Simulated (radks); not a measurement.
Values are calculated unless marked as measured or tabulated.
Question: Species: Hf2+. Configuration: [Xe] 4f14 5d2 (the NIST ground configuration). Level of theory: scalar-relativistic Kohn-Sham, PBE, spin-polarised, spherical densities, point nucleus; open shells are filled with parallel spins first (spin-orbit coupling, left out, can overturn this in heavy ions); hard spherical wall at 8 bohr (a radial shooting solver on a logarithmic mesh with Libxc functionals). Some entries of the table are withheld. Estimate them.

orbital,occ.,eigenvalue (eV),<r^2> (bohr^2)
1s down,1,-65303.54,0.0004949
1s up,1,-65303.53,0.0004949
2s up,1,-11180.48,0.007639
2s down,1,-11180.42,0.007639
2p up,3,-9818.144,0.006284
2p down,3,-9818.092,0.006284
3s up,1,-2559.069,0.04976
3s down,1,-2559.066,0.04976
3p up,3,-2152.147,0.05041
3p down,3,-2152.141,0.05041
3d up,5,-1670.849,0.04187
3d down,5,-1670.817,0.04187
4s up,1,-527.5556,0.2475
4s down,1,-527.5213,0.2475
4p up,3,-394.0825,0.2818
4p down,3,-394.0527,0.2818
4d up,5,-221.6757,0.3324
4d down,5,-221.6353,0.3322
5s up,1,-82.3549,1.456
5s down,1,-81.5901,1.441
5p up,3,-51.0598,2.047
5p down,3,-49.9577,2.019
4f up,7,-31.8981,0.5984
4f down,7,-31.7149,0.5861
6s up,0,-17.9820,(1)
5d up,2,-17.3238,(2)
6s down,0,-16.4943,(3)
5d down,0,-15.7757,(4)
6p up,0,-12.2775,14.57
6p down,0,-10.7999,14.47
5f up,0,-3.3614,21.92
5f down,0,-1.8521,22.35

Answer: 
(1) 6s up <r^2> (bohr^2): 9.836
(2) 5d up <r^2> (bohr^2): 5.194
(3) 6s down <r^2> (bohr^2): 9.794
(4) 5d down <r^2> (bohr^2): 5.172
